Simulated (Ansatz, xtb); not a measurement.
## Two conformers of C2H5BrSn

We compare X, `C[CH2][Sn][Br]`, a singlet, with Y, `C[CH2][Sn][Br]`, a singlet. Both are isolated molecules in the gas phase, relaxed with PBE0-D3(BJ)/def2-SVP.

X (Å):

```xyz
9

C    -0.9735    1.2360   -1.5225
C    -1.7572    0.0147   -1.0637
Br   -2.6336   -3.2721   -0.3466
Sn   -0.7040   -1.9099   -1.3136
H    -0.7151    1.1854   -2.5933
H    -1.5403    2.1711   -1.3780
H    -0.0259    1.3525   -0.9708
H    -2.0320    0.0754    0.0045
H    -2.7152   -0.0902   -1.6038
```

Y (Å):

```tsv
atom	x (Å)	y (Å)	z (Å)
C	0.4892	-1.9821	0.5999
C	1.1952	-1.3069	1.7660
Br	-0.0081	1.5637	0.0771
Sn	0.4784	0.6791	2.4237
H	0.4810	-1.3364	-0.2913
H	-0.5610	-2.2171	0.8370
H	0.9768	-2.9318	0.3222
H	1.1937	-1.9434	2.6692
H	2.2628	-1.1291	1.5280
```

**Question.** Which of the two would you expect CCSD(T)/def2-SVP + ΔMP2/def2-TZVPP electronic energies to favour?

**Answer.** Too close to call at this level: CCSD(T)/def2-SVP + ΔMP2/def2-TZVPP gives E(Y) − E(X) = +0.02 kcal/mol.

How the difference moves with the method:

```
                             level              geometry  E(Y) − E(X) (kcal/mol)  departure from the last row (kcal/mol)  job, with rough time for the two
              PBE0-D3(BJ)/def2-SVP  PBE0-D3(BJ)/def2-SVP                     −0.24                                   −0.26                optimisation, 77 s
                       HF/def2-SVP  PBE0-D3(BJ)/def2-SVP                     +0.62                                   +0.59           part of the CCSD(T) run
                      MP2/def2-SVP  PBE0-D3(BJ)/def2-SVP                     −0.10                                   −0.12           part of the CCSD(T) run
                  CCSD(T)/def2-SVP  PBE0-D3(BJ)/def2-SVP                     −0.08                                   −0.10                      single point
CCSD(T)/def2-SVP + ΔMP2/def2-TZVPP  PBE0-D3(BJ)/def2-SVP                     +0.02                                                        single point, 38 s
```

The largest departure from CCSD(T)/def2-SVP + ΔMP2/def2-TZVPP is that of HF/def2-SVP, 0.59 kcal/mol. Levels run at GFN2-xTB geometries aren't shown. The last row adds to CCSD(T) the change of the MP2 difference between the two basis sets, here +0.10 kcal/mol.

With harmonic frequencies from PBE0-D3(BJ)/def2-SVP (ideal gas, rigid rotor, one conformer each, 600 K, 1 atm): on the last row, ΔE + ΔZPE = +0.14 kcal/mol. A mode under 50 cm⁻¹ makes harmonic enthalpies and free energies unreliable, so none is given.

The correlated steps freeze 15 core orbitals; the filled d shell of Br and Sn is correlated, in a basis made for valence electrons. Atoms past krypton carry core potentials in the def2 sets and no spin–orbit term is included. Codes used: Ansatz 0.2.0; the last row on 2 threads of Intel(R) Xeon(R) Platinum 8375C CPU @ 2.90GHz (Ice Lake) on a shared host.
